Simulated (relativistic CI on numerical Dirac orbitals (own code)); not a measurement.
# Au49+: q coefficients and field-shift factors

These numbers are calculated, not measured: Dirac-Coulomb-Breit CI, KLI orbitals optimised for each configuration, derivatives by finite differences, unscaled Slater integrals, QED left out (own radial code, finite nucleus).

Configurations in the expansion (outside the closed core [Ar] 3d10): 4s2, 4s.4p, 4p2, 4s.4d, 4s.4f, 4d2, 4p.4d, 4f2. Levels of other configurations are missing.

With x = (α/α₀)² − 1 an excitation energy changes as ω = ω₀ + qx; K = 2q/ω₀ is the relative enhancement. Terms are leading LS components, so labels can repeat. The field-shift factor is F = δν/δ⟨r²⟩ for the transition from the lowest level.

Lowest level 4s2 1S_0.

```
      Level  ω₀ (cm⁻¹)   q (cm⁻¹)  F (GHz/fm²)
4s.4p 3P°_0     799106     163400        -3480
4s.4p 3P°_1     866377     180600        -3500
   4p2 3P_0    1829085     355400        -7010
4s.4p 3P°_2    1939305  1.591e+06        -3770
4s.4p 1P°_1    2098880  1.588e+06        -3780
   4p2 3P_1    2910879  1.771e+06        -7310
   4p2 1D_2    2922083  1.767e+06        -7140
 4s.4d 3D_1    3370401   1.66e+06        -3750
 4s.4d 3D_2    3408574  1.685e+06        -3840
 4s.4d 3D_3    3610171  1.908e+06        -3740
 4s.4d 1D_2    3682468  1.971e+06        -4050
   4p2 3P_2    4096616  3.118e+06        -7370
   4p2 1S_0    4157250   3.19e+06        -7570
4p.4d 3F°_2    4209864  1.833e+06        -7280
4p.4d 3D°_1    4373765  1.848e+06        -7290
4p.4d 3F°_3    4537969  2.097e+06        -7220
4p.4d 3P°_2    4539229  2.089e+06        -7280
4s.4f 3F°_3    5090844  1.982e+06        -3930
4s.4f 3F°_2    5099477  1.911e+06        -3750
4s.4f 3F°_4    5153051  1.992e+06        -3780
4s.4f 1F°_3    5187760   2.04e+06        -3960
4p.4d 3D°_2    5419925  3.257e+06        -7540
4p.4d 3P°_0    5449911  3.264e+06        -7570
```

At this charge energies of transitions that change n are usually good to better than 1 %, and those within a shell (Δn = 0) to a few per cent.

Question: Which transition from the lowest level has the largest |K|?

Answer: 4s.4p 3P°_2 at 1939305 cm⁻¹, K = 1.64.
